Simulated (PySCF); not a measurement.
# Frontier levels across methods

C3H5F2PSi.
Numbering: `[F:1][C:2]1=[C:3]([Si@@H:4]([F:5])[PH2:6])[CH2:7]1` (hydrogens: H8 on Si4; H9, H10 on P6; H11, H12 on C7)

Cartesian coordinates in Å at the PBE0-D3(BJ)/def2-SVP level; atoms count from 1:
```
atom  x, y, z in Å
F1    -1.553   -2.461    0.024
C2    -1.442   -1.167    0.118
C3    -0.673   -0.131   -0.022
Si4    0.857    0.808   -0.395
F5     0.684    2.299    0.232
P6     2.571   -0.210    0.650
C7    -2.170    0.048    0.429
H8     1.032    0.984   -1.863
H9     2.415   -1.367   -0.178
H10    3.568    0.370   -0.194
H11   -2.892    0.467   -0.289
H12   -2.370    0.328    1.475
```

Basis pcSseg-1 throughout (PySCF), one geometry. Isolated species at its PBE0-D3(BJ)/def2-SVP geometry (one conformer only).

How do the orbital energies, the gap and the dipole change with the method?

```tsv
method	kind	HOMO (eV)	LUMO (eV)	gap (eV)	μ (D)	SCF cycles
BLYP	GGA	-6.16	-1.47	4.70	1.26	15
OPBE	GGA	-6.31	-1.53	4.78	1.46	16
PBE	GGA	-6.32	-1.64	4.68	1.37	15
KT3	GGA	-6.37	-1.58	4.79	1.31	16
LDA	LDA	-6.46	-1.90	4.57	1.43	15
B3LYP	global hybrid	-7.28	-0.91	6.37	1.30	14
CAM-B3LYP	range-separated hybrid	-8.78	0.43	9.21	1.33	13
wB97X-D	range-separated hybrid	-9.34	1.05	10.39	1.43	14
```

The HOMO spans 3.18 eV, from BLYP down to wB97X-D, and the gap runs from 4.57 eV (LDA) to 10.39 eV (wB97X-D). The dipole ranges from 1.26 D (BLYP) to 1.46 D (OPBE). This basis has no diffuse functions.
